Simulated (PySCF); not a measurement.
Aluminium: a sound run and one with changed settings

Sound run: Al⁺ [Ne] 3s2, Al²⁺ [Ne] 3s1. Computed with PySCF 2.14 in pcseg-2 (5s4p2d1f, 34 functions), with the non-relativistic Hamiltonian (point nucleus). In the sound run the correlated levels freeze [Ne]. The sound run starts from symmetry-adapted Hartree-Fock orbitals and uses a fine grid where one is needed.

Changed run: scalar relativity by spin-free X2C-1e. This setting is unsound on purpose.

```json
{"species": "Al⁺", "method": "UHF", "sound run (hartree)": "-241.66511", "changed run (hartree)": "-242.06637", "converged": "yes"}
{"species": "Al⁺", "method": "PBE0", "sound run (hartree)": "-242.02840", "changed run (hartree)": "-242.42996", "converged": "yes"}
{"species": "Al⁺", "method": "BP86", "sound run (hartree)": "-242.16360", "changed run (hartree)": "-242.56521", "converged": "yes"}
{"species": "Al⁺", "method": "MP2", "sound run (hartree)": "-241.69218", "changed run (hartree)": "-242.09346", "converged": "yes"}
{"species": "Al⁺", "method": "CCSD(T)", "sound run (hartree)": "-241.70401", "changed run (hartree)": "-242.10525", "converged": "yes"}
{"species": "Al²⁺", "method": "UHF", "sound run (hartree)": "-241.02210", "changed run (hartree)": "-241.42211", "converged": "yes"}
{"species": "Al²⁺", "method": "PBE0", "sound run (hartree)": "-241.34326", "changed run (hartree)": "-241.74342", "converged": "yes"}
{"species": "Al²⁺", "method": "BP86", "sound run (hartree)": "-241.47125", "changed run (hartree)": "-241.87147", "converged": "yes"}
```

Ionisation energy of Al⁺:

```tsv
method	sound run (eV)	changed run (eV)
UHF	17.497	17.531
PBE0	18.644	18.682
BP86	18.840	18.878
MP2	18.234	18.268
SCS-MP2	18.381	18.416
CCSD	18.556	18.589
CCSD(T)	18.556	18.589
CCSDT	18.556	18.589
FCI	18.556	18.589
```

Most of the change in total energy is the relativistic energy itself. On top of that the contraction fixes the core shape for the Hamiltonian it was made with, so the changed run is not a good calculation with the other Hamiltonian either.

For comparison, NIST gives 18.829 eV between the lowest levels.
